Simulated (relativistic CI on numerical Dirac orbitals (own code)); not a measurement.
# Electric-dipole transitions in Rh³⁶⁺

Calculated at this level of theory: Dirac-Coulomb-Breit CI, orbitals from a KLI potential per configuration, a model potential for QED, unscaled Slater integrals (own radial code, finite nucleus).

CI space (outside the closed core 1s2): 2s2.2p5, 2s.2p6, 2p6.3s, 2p6.3p, 2p6.3d, 2s2.2p4.3s, 2s2.2p4.3p, 2s2.2p4.3d, 2s.2p5.3s, 2s.2p5.3p, 2s.2p5.3d, 2s2.2p4.4s, 2s2.2p4.4p, 2s2.2p4.4d, 2s2.2p4.4f, 2s.2p5.4s, 2s.2p5.4p, 2s.2p5.4d, 2s.2p5.4f, 2s2.2p3.3s2, 2s2.2p4.5s, 2s2.2p3.3s.3p, 2s2.2p4.5p, 2s2.2p4.5d, 2s2.2p4.5f, 2s2.2p4.5g, 2s2.2p3.3p2, 2s2.2p3.3s.3d, 2s2.2p3.3p.3d, 2s.2p4.3s2, 2s2.2p3.3d2, 2s.2p4.3s.3p, 2s.2p5.5s, 2s.2p4.3p2, 2s.2p4.3s.3d, 2s.2p5.5p. Levels of other configurations are missing.

```csv
λ vac (Å),Lower,Upper,A (s⁻¹),gf,Branching (%)
3.0853,2s2.2p5 2P°_3/2 [1],2s2.2p4.4d 2D_5/2 [133],8.08e+13,6.92e-01,86.1
3.8199,2s2.2p5 2P°_1/2 [2],2s2.2p4.3d 2D_3/2 [74],1.75e+14,1.53e+00,100.0
3.8264,2s2.2p5 2P°_3/2 [1],2s2.2p4.3d 2F_5/2 [54],6.99e+13,9.21e-01,99.9
3.8276,2s2.2p5 2P°_3/2 [1],2s2.2p4.3d 2P_3/2 [53],2.02e+14,1.77e+00,93.9
3.8277,2s2.2p5 2P°_3/2 [1],2s2.2p4.3d 2D_5/2 [52],1.13e+14,1.49e+00,100.0
3.8323,2s2.2p5 2P°_3/2 [1],2s2.2p4.3d 2S_1/2 [49],1.93e+14,8.51e-01,98.2
3.8427,2s.2p6 2S_1/2 [3],2s.2p5.3d 2P°_1/2 [106],2.72e+14,1.20e+00,99.7
3.8459,2s.2p6 2S_1/2 [3],2s.2p5.3d 2P°_3/2 [105],1.46e+14,1.29e+00,99.5
3.8512,2s2.2p5 2P°_3/2 [1],2s2.2p4.3d 4F_5/2 [44],6.03e+13,8.05e-01,99.9
3.9830,2s2.2p5 2P°_1/2 [2],2s2.2p4.3d 2P_1/2 [58],3.29e+14,1.56e+00,92.8
3.9843,2s2.2p5 2P°_3/2 [1],2s2.2p4.3d 2D_5/2 [32],1.24e+14,1.78e+00,100.0
3.9890,2s2.2p5 2P°_1/2 [2],2s2.2p4.3d 2D_3/2 [57],2.72e+14,2.60e+00,90.7
3.9958,2s2.2p5 2P°_3/2 [1],2s2.2p4.3d 2D_3/2 [30],1.16e+14,1.11e+00,99.9
4.0045,2s2.2p5 2P°_3/2 [1],2s2.2p4.3d 2D_5/2 [29],1.33e+14,1.92e+00,100.0
4.0055,2s.2p6 2S_1/2 [3],2s.2p5.3d 2P°_3/2 [94],2.22e+14,2.13e+00,99.7
4.0128,2s2.2p5 2P°_3/2 [1],2s2.2p4.3d 2D_3/2 [26],6.89e+13,6.66e-01,99.1
4.0409,2s.2p6 2S_1/2 [3],2s.2p5.3d 2P°_1/2 [88],2.44e+14,1.19e+00,99.7
11.294,2s2.2p4.3s 4P_5/2 [4],2s2.2p4.4p 4D°_7/2 [120],5.32e+12,8.13e-01,82.6
11.696,2s2.2p4.3p 2D°_5/2 [8],2s2.2p4.4d 4F_7/2 [127],1.02e+13,1.67e+00,76.8
12.092,2s2.2p4.3p 2D°_5/2 [10],2s2.2p4.4d 2F_7/2 [129],1.11e+13,1.95e+00,83.1
12.093,2s2.2p4.3p 2F°_7/2 [37],2s2.2p4.4d 2G_9/2 [172],1.33e+13,2.93e+00,99.8
12.099,2s2.2p4.3p 4D°_7/2 [11],2s2.2p4.4d 4F_9/2 [130],1.33e+13,2.92e+00,99.8
12.108,2s2.2p4.3p 2P°_3/2 [14],2s2.2p4.4d 2D_5/2 [145],1.18e+13,1.55e+00,25.8
12.862,2s2.2p4.3d 4D_3/2 [19],2s2.2p4.4f 4F°_5/2 [135],1.45e+13,2.16e+00,52.0
12.870,2s2.2p4.3d 4D_5/2 [20],2s2.2p4.4f 4F°_7/2 [134],1.77e+13,3.52e+00,64.1
12.881,2s2.2p4.3d 2G_7/2 [47],2s2.2p4.4f 2H°_9/2 [185],2.53e+13,6.29e+00,92.8
12.908,2s2.2p4.3d 4F_7/2 [22],2s2.2p4.4f 2G°_9/2 [136],2.15e+13,5.37e+00,78.8
12.943,2s2.2p4.3d 2D_3/2 [30],2s2.2p4.4f 2F°_5/2 [146],1.63e+13,2.45e+00,58.6
12.955,2s2.2p4.3d 4F_7/2 [45],2s2.2p4.4f 4G°_9/2 [179],2.67e+13,6.71e+00,97.5
12.959,2s.2p5.3d 4F°_9/2 [82],2s.2p5.4f 4G_11/2 [230],2.71e+13,8.19e+00,99.0
12.968,2s2.2p4.3d 4F_5/2 [44],2s2.2p4.4f 4G°_7/2 [177],2.06e+13,4.16e+00,75.5
12.970,2s2.2p4.3d 2G_9/2 [51],2s2.2p4.4f 2H°_11/2 [188],2.70e+13,8.18e+00,99.9
12.972,2s2.2p4.3d 2F_7/2 [23],2s2.2p4.4f 2G°_9/2 [139],2.19e+13,5.53e+00,80.0
12.983,2s2.2p4.3d 4F_9/2 [24],2s2.2p4.4f 4G°_11/2 [140],2.71e+13,8.21e+00,99.9
13.034,2s2.2p4.3d 2F_5/2 [46],2s2.2p4.4f 4D°_7/2 [182],2.37e+13,4.82e+00,86.7
13.040,2s2.2p4.3d 2D_5/2 [32],2s2.2p4.4f 2F°_7/2 [147],2.46e+13,5.02e+00,89.8
13.049,2s.2p5.3d 2F°_7/2 [92],2s.2p5.4f 2G_9/2 [248],2.66e+13,6.79e+00,96.5
13.060,2s2.2p4.3d 2F_7/2 [55],2s2.2p4.4f 2G°_9/2 [193],2.25e+13,5.75e+00,82.9
13.257,2s2.2p4.3d 2D_5/2 [29],2s2.2p4.4f 2F°_7/2 [141],1.87e+13,3.94e+00,69.1
29.322,2s2.2p4.4f 2G°_9/2 [136],2s2.2p4.5g 2H_11/2 [277],7.66e+12,1.18e+01,94.8
29.364,2s2.2p4.4f 2H°_11/2 [188],2s2.2p4.5g 2I_13/2 [374],8.02e+12,1.45e+01,99.6
29.381,2s2.2p4.4f 4G°_9/2 [179],2s2.2p4.5g 4H_11/2 [349],8.04e+12,1.25e+01,99.5
29.385,2s2.2p4.4f 2G°_9/2 [139],2s2.2p4.5g 4G_11/2 [282],7.37e+12,1.14e+01,90.0
29.398,2s2.2p4.4f 4G°_11/2 [140],2s2.2p4.5g 4H_13/2 [281],8.01e+12,1.45e+01,99.6
29.412,2s2.2p4.4f 2F°_7/2 [147],2s2.2p4.5g 2G_9/2 [297],8.13e+12,1.05e+01,98.8
```

Terms are leading LS components. Brackets give the number of a level in order of energy, since labels repeat. The list gives strong lines, with weight on those to low levels, without lines whose two gauges differ by over a factor of 2.5, among the lowest 400 of 1235 levels, so that lines to higher ones, which can be the strongest, are missing. Levels whose partners in the same complex of configurations lie outside the list can be far off, and so can their lines. Rates are taken at the computed energies, electric ones in the length gauge.

At this charge energies of transitions that change n are usually good to better than 1 %, and those within a shell (Δn = 0) to a few per cent.

LS names give the leading component of a level, which can be under half, so a name can repeat, a term be missing and a line seem to break the LS rules.
